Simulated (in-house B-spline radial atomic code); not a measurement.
Successive ionisation energies of mercury; each step leads to the configuration of the next row (after the last: [Ar] 3d2). Dirac energy differences include first-order Breit, QED and recoil terms. NIST's values go from ground level to ground level; the uncertainty of those that are theory runs from under 0.1 % in few-electron ions to several per cent in heavy many-electron ones. Computed with an all-electron radial atomic-structure program (B-spline basis): Dirac-Hartree-Fock, average of the configuration, finite nuclei.

```csv
ion,configuration,ionisation energy (eV),tabulated value (eV),computed minus tabulated (eV),highest orbital,largest mean radius (bohr)
Hg43+,[Kr] 4d1,2095.5,2113,-18,4d5/2,0.38
Hg44+,[Ar] 3d10 4s2 4p6,2400.7,2354,47,4p3/2,0.37806
Hg45+,[Ar] 3d10 4s2 4p5,2462.7,2412,51,4p3/2,0.37588
Hg46+,[Ar] 3d10 4s2 4p4,2525.0,2478,47,4p3/2,0.37395
Hg47+,[Ar] 3d10 4s2 4p3,2587.9,2539,49,4p3/2,0.37204
Hg48+,[Ar] 3d10 4s2 4p2,2651.2,2745,-94,4p3/2,0.37016
Hg49+,[Ar] 3d10 4s2 4p1,2715.0,2815,-100,4p3/2,0.36829
Hg50+,[Ar] 3d10 4s2,2981.4,2981,0,4s1/2,0.35126
Hg51+,[Ar] 3d10 4s1,3050.4,3049.9,1,4s1/2,0.34956
Hg52+,[Ar] 3d10,5094.4,5055,39,3d5/2,0.1808
Hg53+,[Ar] 3d9,5237.7,5191,47,3d5/2,0.17983
Hg54+,[Ar] 3d8,5382.7,5335,48,3d5/2,0.17887
Hg55+,[Ar] 3d7,5529.2,5490,39,3d5/2,0.17792
Hg56+,[Ar] 3d6,5677.3,5636,41,3d5/2,0.17697
Hg57+,[Ar] 3d5,5826.9,5780,47,3d5/2,0.17604
Hg58+,[Ar] 3d4,5978.2,6041,-63,3d5/2,0.1751
Hg59+,[Ar] 3d3,6131.0,6192,-61,3d5/2,0.17418
```

(1) Where is the largest jump?

Where a p, d or f electron is removed, the computed value is a mean over both j, so it misses the tabulated one by a part of the spin-orbit splitting; averaging over terms and missing correlation add to the gap, relatively most at low charge.

Results:

(1) From Hg51+ to Hg52+, by a factor of 1.67 (3050.4 to 5094.4 eV); the highest orbital goes from 4s1/2 to 3d5/2.
